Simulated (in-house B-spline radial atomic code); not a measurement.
Orbital energies and mean radii along the 15-electron series, configuration [Ne] 3s2 3p3. The effective charge is n√(-2ε), a non-relativistic measure. Computed with an all-electron radial atomic-structure program (B-spline basis): Dirac-Hartree-Fock, average of the configuration, finite nuclei.

```
  ion   Z  energy of 1s1/2 (Eh)  mean radius of 1s1/2 (bohr)  energy of 2p3/2 (Eh)  mean radius of 2p3/2 (bohr)  energy of 3p1/2 (Eh)  mean radius of 3p1/2 (bohr)  effective charge of 1s1/2
Br20+  35               -529.12                     0.042724               -88.237                      0.16433               -31.971                      0.46315                     32.531
Kr21+  36               -562.75                     0.041463               -95.033                      0.15904               -34.779                      0.44566                     33.548
Rb22+  37               -597.48                      0.04027               -102.08                      0.15407               -37.706                      0.42941                     34.568
Sr23+  38               -633.32                      0.03914               -109.38                       0.1494               -40.754                      0.41427                      35.59
Zr25+  40               -708.35                     0.037045               -124.74                      0.14085                -47.21                      0.38688                     37.639
Nb26+  41               -747.56                     0.036073                -132.8                      0.13693               -50.621                      0.37445                     38.667
Mo27+  42                -787.9                     0.035146               -141.12                      0.13321               -54.154                      0.36276                     39.696
Tc28+  43               -829.39                     0.034262               -149.68                      0.12969               -57.811                      0.35173                     40.728
Ru29+  44               -872.03                     0.033417               -158.51                      0.12634               -61.591                      0.34133                     41.762
Rh30+  45               -915.84                     0.032609               -167.58                      0.12316               -65.496                      0.33149                     42.798
Pd31+  46               -960.81                     0.031834               -176.91                      0.12014               -69.526                      0.32216                     43.836
Ag32+  47              -1006.97                     0.031092                -186.5                      0.11725               -73.683                      0.31332                     44.877
Cd33+  48              -1054.31                      0.03038               -196.34                       0.1145               -77.967                      0.30491                      45.92
In34+  49              -1102.86                     0.029696               -206.44                      0.11187                -82.38                      0.29691                     46.965
Sn35+  50              -1152.61                     0.029038               -216.79                      0.10935               -86.921                      0.28928                     48.013
Sb36+  51              -1203.58                     0.028405                -227.4                      0.10694               -91.593                      0.28201                     49.063
Te37+  52              -1255.78                     0.027795               -238.27                      0.10463               -96.396                      0.27506                     50.116
 I38+  53              -1309.23                     0.027207               -249.39                      0.10242               -101.33                      0.26842                     51.171
Xe39+  54              -1363.93                      0.02664               -260.77                       0.1003                -106.4                      0.26205                     52.229
Cs40+  55              -1419.89                     0.026093               -272.41                     0.098254                -111.6                      0.25595                      53.29
Ba41+  56              -1477.13                     0.025564               -284.31                     0.096292               -116.94                       0.2501                     54.353
La42+  57              -1535.67                     0.025053               -296.46                     0.094403               -122.42                      0.24449                      55.42
```

**Question.** How does the screening of 1s1/2 change?

**Answer.** Z less the effective charge goes from 2.47 at Z = 35 to 1.58 at Z = 57.
